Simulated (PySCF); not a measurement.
CH10GeN2SSi.
SMILES with atom numbers: `[CH3:1][S:2][Ge@H:3]([NH2:4])[NH:5][SiH3:6]` (hydrogens: H7, H8, H9 on C1; H10 on Ge3; H11, H12 on N4; H13 on N5; H14, H15, H16 on Si6)

Method used: PySCF 2.14.0, PBE0-D3(BJ)/def2-SVP geometry optimisation, gas phase.

Task: List the bond lengths, angles and torsions at this level.

Result: 
| bond | length (Å) |
| --- | --- |
| C1–S2 | 1.824 |
| S2–Ge3 | 2.217 |
| Ge3–N4 | 1.825 |
| Ge3–N5 | 1.833 |
| N5–Si6 | 1.742 |
| C1–H7, C1–H8, C1–H9 | 1.099 |
| Ge3–H10 | 1.543 |
| N4–H11, N4–H12 | 1.016 |
| N5–H13 | 1.017 |
| Si6–H14, Si6–H15 | 1.493 |
| Si6–H16 | 1.501 |

Bonds in one row agree within 0.01 Å and their mean is given. A selection of angles:
| angle | degrees |
| --- | --- |
| S2–C1–H7 | 107.1 |
| S2–C1–H8 | 110.6 |
| H7–C1–H8 | 109.3 |
| C1–S2–Ge3 | 99.4 |
| S2–Ge3–N4 | 105.7 |
| S2–Ge3–N5 | 116.1 |
| S2–Ge3–H10 | 105.4 |
| N4–Ge3–N5 | 103.9 |
| N4–Ge3–H10 | 119.2 |
| N5–Ge3–H10 | 107.2 |
| Ge3–N4–H11 | 115.6 |
| H11–N4–H12 | 110.3 |
| Ge3–N5–Si6 | 128.0 |
| Ge3–N5–H13 | 112.6 |
| Si6–N5–H13 | 115.2 |
| N5–Si6–H14 | 108.5 |
| N5–Si6–H16 | 114.5 |
| H14–Si6–H15 | 110.0 |
| H14–Si6–H16 | 107.8 |

Torsions: C1–S2–Ge3–N4 51° (synclinal); S2–Ge3–N5–Si6 66° (synclinal).

Ge3 (germanium bonded to 2 N, S and H) is distorted tetrahedral (angles from 103.9° to 119.2°). N4 (nitrogen bonded to Ge and 2 H) is pyramidal (angles 115.6°, 115.4° and 110.3°, sum 341.2°, 0.30 Å off the plane of its three neighbours). N5 (silicon-bound nitrogen) has angles 128.0°, 115.2° and 112.6°, sum 355.8°, 0.17 Å off the plane of its three neighbours. Si6 (SiH3 silicon) is distorted tetrahedral (angles from 107.0° to 114.5°). Of the pairs four or more bonds apart, N4···H8 is among the closest relative to their van der Waals radii: 2.68 Å, 98 % of the sum of Bondi's values. S2 (sulfur bonded to C and Ge) is bent (angle 99.4°).

Point group: C1 (no symmetry element, even within 0.4 Å). Not checked by PBE0-D3(BJ)/def2-SVP frequencies. The numbers are those of one conformer (C1–S2–Ge3–N4 51°, S2–Ge3–N4–H 58° and -171°, S2–Ge3–N5–Si6 66°).

Time: 81 s wall. Hardware: one thread, Arm Neoverse V2, on a shared host. That covers the optimisation of the geometry.
